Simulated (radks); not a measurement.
Problem. Pb LVI, configuration [Ar] 3d9 (the NIST ground configuration). All-electron calculation, Dirac Kohn-Sham, relativistic LDA (MacDonald-Vosko exchange, VWN5 correlation), spin-unpolarised, spherical densities, finite nucleus; open shells fill j = l - 1/2 first; Fermi nuclear charge, rms radius 5.5012 fm. Program: a radial shooting solver on a logarithmic mesh with Libxc functionals. Some entries of the table are withheld. Estimate them.

orbital,occ.,eigenvalue (Ry),<r> (bohr),<1/r> (bohr^-1)
1s1/2,2,(1),0.01613,100.7
2s1/2,2,-1385.270,0.06701,25.00
2p1/2,2,(2),0.05492,(3)
2p3/2,4,(4),0.06372,(5)
3s1/2,2,-497.6190,0.1702,9.434
3p1/2,2,-478.9280,0.1603,9.350
3p3/2,4,-440.9952,0.1749,8.044
3d3/2,4,(6),0.1510,7.928
3d5/2,5,(7),0.1554,7.636

Solution. 
(1) 1s1/2 eigenvalue (Ry): -6657.920
(2) 2p1/2 eigenvalue (Ry): -1342.500
(3) 2p1/2 <1/r> (bohr^-1): 24.95
(4) 2p3/2 eigenvalue (Ry): -1182.765
(5) 2p3/2 <1/r> (bohr^-1): 19.97
(6) 3d3/2 eigenvalue (Ry): -411.3170
(7) 3d5/2 eigenvalue (Ry): -402.9964
